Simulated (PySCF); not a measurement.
Simulated outer-valence photoelectron spectrum of `Brc1c[c+]1C`. The calculation used EOM-IP-CCSD/aug-cc-pVDZ in PySCF, restricted Hartree–Fock reference, frozen core, non-relativistic, gas phase, PBE0-D3(BJ)/def2-SVP geometry.

Each root has a Gaussian of 0.8 eV full width with its one-hole share as area; cross sections and vibrations are left out, and the highest printed point is 100.

(ionisation energy (eV), intensity): (14.9, 0), (15.0, 1), (15.1, 2), (15.2, 3), (15.3, 6), (15.4, 11), (15.5, 19), (15.6, 30), (15.7, 43), (15.8, 57), (15.9, 71), (16.0, 84), (16.1, 92), (16.2, 95), (16.3, 93), (16.4, 86), (16.5, 74), (16.6, 60), (16.7, 46), (16.8, 32), (16.9, 21), (17.0, 13), (17.1, 7), (17.2, 4), (17.3, 3), (17.4, 4), (17.5, 6), (17.6, 10), (17.7, 17), (17.8, 26), (17.9, 36), (18.0, 45), (18.1, 53), (18.2, 58), (18.3, 59), (18.4, 57), (18.5, 55), (18.6, 54), (18.7, 57), (18.8, 65), (18.9, 75), (19.0, 86), (19.1, 95), (19.2, 100), (19.3, 99), (19.4, 91), (19.5, 79), (19.6, 63), (19.7, 47), (19.8, 33), (19.9, 21), (20.0, 13), (20.1, 7), (20.2, 4), (20.3, 2), (20.4, 1), (20.5, 0)

Q: Where are the maxima, and how many lines lie under the curve?

A: 3 maxima, at 16.2, 18.3 and 19.2 eV, from 5 lines. At this width some lines have no maximum of their own.

Q: List the lines with their holes.

A: 
```csv
E (eV),leading hole (HF orbital),area,Koopmans (eV)
16.02,HOMO,0.96,16.68
16.40,HOMO-1,0.96,16.79
18.22,HOMO-2,0.96,19.18
19.08,HOMO-3,0.95,19.70
19.39,HOMO-4,0.95,20.70
```

The widest gap, 1.82 eV, lies between 16.40 and 18.22 eV. Only orbitals with −ε under 21 eV, eight at most, were ionised, so the high end of the curve may lack lines.
